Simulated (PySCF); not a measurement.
# Reading the logs of faulty runs: BGeH6NSi

All numbers below are calculated, not measured. The program is PySCF 2.14.0, an open-source quantum chemistry code, run on an isolated molecule that a program drew, which may never have been made. The molecule is BGeH6NSi (charge 0, singlet), drawn as the SMILES string `B[NH][Ge][SiH3]`.

Each row is a Hartree-Fock (HF) and frozen-core CCSD(T) single point in the cc-pV(D+d)Z basis, meant for a local HF minimum. Run 1 is clean. Each other run has one planted mistake out of seven kinds, and not every kind appears here: one electron removed, one electron added, multiplicity raised by two, geometry at a saddle point, minimal basis STO-3G, one bond length entered in bohr, all coordinates scaled. The reference is restricted for singlets and unrestricted otherwise, and also for a bond in bohr. Adding or removing an electron swaps singlet and doublet. Electrons count all cores. HOMO and LUMO are orbital energies over both spins, the gradient is its largest component, and the lowest frequency (negative if imaginary) is given only where the gradient is small. Bond lengths are over the 9 bonds as drawn. T1 is the CCSD diagnostic: over 0.02 (restricted) or 0.045 (unrestricted) a single reference is doubtful. Germanium has the cc-pVDZ-PP basis, with a core potential (ECP10MDF) in place of its 10 inner electrons, and its 3s, 3p and 3d shells are frozen in CCSD(T).

Geometry of the clean run:
```xyz
10
BGeH6NSi, angstrom
B    -0.1918    0.6724    0.4109
N    -0.7550    0.0989    1.5730
Ge   -0.7252   -1.6190    2.2999
Si    0.6758   -2.7934    0.5914
H     0.4652    0.0037   -0.3380
H    -0.3727    1.8380    0.1719
H    -1.2880    0.7388    2.1365
H     0.8027   -4.2097    1.0280
H     2.0444   -2.2267    0.4928
H     0.0521   -2.7902   -0.7558
```

| run | electrons | basis functions | <S^2> | HOMO (eV) | LUMO (eV) | gradient (hartree/bohr) | lowest frequency (cm^-1) | mean bond (Å) | longest bond (Å) | T1 | HF (hartree) | CCSD(T) (hartree) | mistake |
|---|---|---|---|---|---|---|---|---|---|---|---|---|---|
| 1 | 64 | 104 | 0.000 | -8.36 | 0.43 | 1.8e-05 | 113 | 1.5163 | 2.502 | 0.0154 | -664.96404 | -665.47308 | no fault |
| 2 | 64 | 104 | 0.000 | -8.30 | 0.51 | 1.8e-02 | - | 1.4738 | 2.432 | 0.0147 | -664.95672 | -665.46157 | all coordinates scaled |
| 3 | 63 | 104 | 0.777 | -15.96 | -6.40 | 4.2e-02 | - | 1.5163 | 2.502 | 0.0190 | -664.69366 | -665.17577 | one electron removed |
| 4 | 65 | 104 | 0.765 | -1.12 | 6.95 | 4.4e-02 | - | 1.5163 | 2.502 | 0.0190 | -664.97592 | -665.49981 | ? |

**Which mistake was planted in run 4, and what did it cost?**

It counts 65 electrons, one more than the clean run, at the same geometry and basis. So the mistake is: one electron added. Subtracting run 1 and multiplying by 627.51 kcal/mol a hartree, the energy moved by -7.5 kcal/mol in HF and -16.8 kcal/mol in CCSD(T).

